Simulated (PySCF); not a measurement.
**Shapes and spin states of [RuF3]+**

Method: PySCF, B3LYP, basis Ru def2-SVP with ECP28, F def2-SVP (scalar-relativistic core potentials, no spin–orbit coupling, density fitting).

Relaxations began from a few typed shapes and spin states; open shells are unrestricted. The search is not exhaustive: other isomers or separated fragments can lie lower, and high-lying points may rest on an excited occupation.

```json
{"spin": "quintet", "group": "C2v", "bonds": "Ru–F 1.786 Å, Ru–F 1.814 Å (×2)", "angles": "F–Ru–F 101.0° (×2), F–Ru–F 158.0°", "imaginary modes (cm⁻¹)": "none", "ΔE (kJ/mol)": "0.0", "ΔE with ZPE (kJ/mol)": "0.0"}
{"spin": "triplet", "group": "Cs", "bonds": "Ru–F 1.755 Å, Ru–F 1.770 Å, Ru–F 1.788 Å", "angles": "F–Ru–F 107.8°, F–Ru–F 120.4°, F–Ru–F 131.8°", "imaginary modes (cm⁻¹)": "none", "ΔE (kJ/mol)": "7.5", "ΔE with ZPE (kJ/mol)": "6.9"}
{"spin": "triplet", "group": "D3h", "bonds": "Ru–F 1.758 Å (×3)", "angles": "F–Ru–F 120.0° (×3)", "imaginary modes (cm⁻¹)": "none", "ΔE (kJ/mol)": "14.5", "ΔE with ZPE (kJ/mol)": "14.0"}
{"spin": "quintet", "group": "C2v", "bonds": "Ru–F 1.795 Å (×2), Ru–F 1.830 Å", "angles": "F–Ru–F 95.2°, F–Ru–F 132.4° (×2)", "imaginary modes (cm⁻¹)": "173i", "ΔE (kJ/mol)": "17.9", "ΔE with ZPE (kJ/mol)": "–"}
{"spin": "broken-symmetry Ms = 0 (⟨S²⟩ 1.00)", "group": "C2v", "bonds": "Ru–F 1.756 Å, Ru–F 1.777 Å (×2)", "angles": "F–Ru–F 107.2°, F–Ru–F 126.4° (×2)", "imaginary modes (cm⁻¹)": "1 found", "ΔE (kJ/mol)": "37.5", "ΔE with ZPE (kJ/mol)": "–"}
{"spin": "singlet (closed shell, unstable to spin polarisation)", "group": "D3h", "bonds": "Ru–F 1.786 Å (×3)", "angles": "F–Ru–F 120.0° (×3)", "imaginary modes (cm⁻¹)": "none", "ΔE (kJ/mol)": "109.2", "ΔE with ZPE (kJ/mol)": "109.9"}
```

The lowest minimum found is the quintet C2v: Ru–F 1.786 Å, Ru–F 1.814 Å (×2); F–Ru–F 101.0° (×2), F–Ru–F 158.0°.

Formally Ru is in oxidation state +4, d4, with 4 unpaired electrons (the high-spin count). The Mulliken spin on Ru is 3.10. The polar-tensor charge on Ru, 2.10, is far below the formal one.

For the lowest minimum: open d and f shells are described by one determinant, and the ground state may have another occupation or spin.
